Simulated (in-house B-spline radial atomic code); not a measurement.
B+: [He] 2s1 5d1 (an excited or competing configuration)

All numbers are computed (Dirac-Hartree-Fock, average of configuration; Fermi nucleus of rms radius 2.406 fm) with a B-spline radial code for spherical atoms, not measured.

Z_r = [3n² - l(l+1)]/(2<r>); Z_e = n√(-2ε); the last column is Slater's effective charge. Values are occupation-weighted means over j.

```tsv
shell	electrons	ε (eV)	<r> (bohr)	Z_r	Z_e	Slater
1s	2	-237.51	0.3251	4.61	4.18	4.70
2s	1	-35.625	1.638	3.66	3.24	3.30
5d	1	-2.2135	16.92	2.04	2.02	2.00
```

The least bound orbital is 5d5/2 at -2.214 eV, and it is also the most diffuse (<r> = 16.92 bohr).

Spin-orbit splittings of the orbital energies (j = l + 1/2 above j = l - 1/2 when positive): 5d 2.148e-05 eV.

For the 1s electron the small component carries 0.0292 % of the norm, the zero-frequency Breit interaction raises the level by 0.03805 eV, self-energy by 0.01145 eV, and vacuum polarisation lowers it by 0.0004699 eV.

The density falls to 0.001 bohr⁻³ at 2.978 bohr; Σ<r²> = 328.51 bohr² gives, by the non-relativistic formula and without the paramagnetism of open shells, a Langevin diamagnetic susceptibility of -260.2×10⁻⁶ cm³/mol.
